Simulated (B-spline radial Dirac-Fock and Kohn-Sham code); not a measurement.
**Satellites and hypersatellites of the K lines of Pm³⁺**

System: promethium as Pm³⁺, configuration [Xe] 4f4.

Model: Dirac-Fock ΔSCF + Breit + QED. Program: a radial finite-basis atomic code. Each two-hole energy is an average over J within one jj subconfiguration, not an observable level; in light atoms, where LS coupling holds, the j-resolved values are not observed lines, and for a K spectator the Kα1 hypersatellite is nearly forbidden. Correlation and solid-state effects are left out.

Lines without a spectator: Kα2 (K-L2) 38168.6 eV, Kα1 (K-L3) 38722.1 eV, Kβ3 (K-M2) 43707.2 eV, Kβ1 (K-M3) 43820.5 eV. Shifts in eV with one spectator hole (a dash: not computed, or left out as unreliable):

```csv
spectator hole,Kα2,Kα1,Kβ3,Kβ1
K (1s),+745.4,+782.1,+958.1,+966.4
L2 (2p1/2),+88.0,+114.1,–,+231.1
L3 (2p3/2),+77.3,+80.4,+191.6,–
M2 (3p1/2),–,+15.63,+33.2,+39.6
M3 (3p3/2),+10.13,–,+31.4,+31.1
M4 (3d3/2),+2.80,-0.46,–,–
M5 (3d5/2),-1.45,+1.38,–,–
```
